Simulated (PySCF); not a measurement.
An unknown shows these calculated signals:

1H NMR (600 MHz, computed): δ 8.12 (m, 2H), 7.60 (m, 1H), 7.53 (m, 2H).

13C{1H} NMR (computed): δ 161.4 (C, d, J = 407.5 Hz), 137.9 (CH), 135.3 (CH, d, J = 4.2 Hz), 132.4 (CH), 128.4 (C, d, J = 63.0 Hz).

PySCF 2.14 calculation with coordinates at the PBE0-D3(BJ)/def2-SVP level, couplings computed with B3LYP/pcJ-1 (spin–dipole term only in couplings to heteroatoms) and shieldings: GIAO PBE/pcSseg-1; equivalent nuclei averaged, a single conformation, gas phase, no relativistic terms.

Referencing at the same level of theory: 1H and 13C vs TMS.

Which of these does the molecule contain: a non-aromatic C=C double bond, a carboxylic acid, a vinyl group CH=CH2, a benzene ring?

Answers


- A non-aromatic C=C double bond: no.
- A carboxylic acid: no.
- A vinyl group CH=CH2: no.
- A benzene ring: yes.

The data belong to SMILES C1=CC(C(=O)F)=CC=C1, C7H5FO; they needn't prove each group on their own.

Carbon signals by region: 1 in the far downfield region (above 160 ppm), 4 in the sp2 and nitrile region (100–160 ppm). Above 160 ppm: 161.4, carbonyl carbon.

C–F couplings over four or more bonds (about 3 Hz to the para carbon of a fluoroarene) are left out. Common functionals overestimate the size of one-bond C–F couplings by tens of Hz; these are unscaled. Splittings below 1 Hz are ignored in the labels, and close J values are merged. Couplings among chemically equivalent protons are left out too, so labels in AA′BB′ or AA′XX′ sets are apparent multiplicities. Unscaled 3J(H,H) at this level run about 10 % above measured values. Shifts are as computed. Against solution values, carbons near 30 ppm lie about +2 ppm off and those near 130 ppm about +2 ppm. Of 1211 compounds with measured shifts, 218 miss one by over three times the rms of a fit or turn the order of signals round; such compounds aren't used in these exercises.
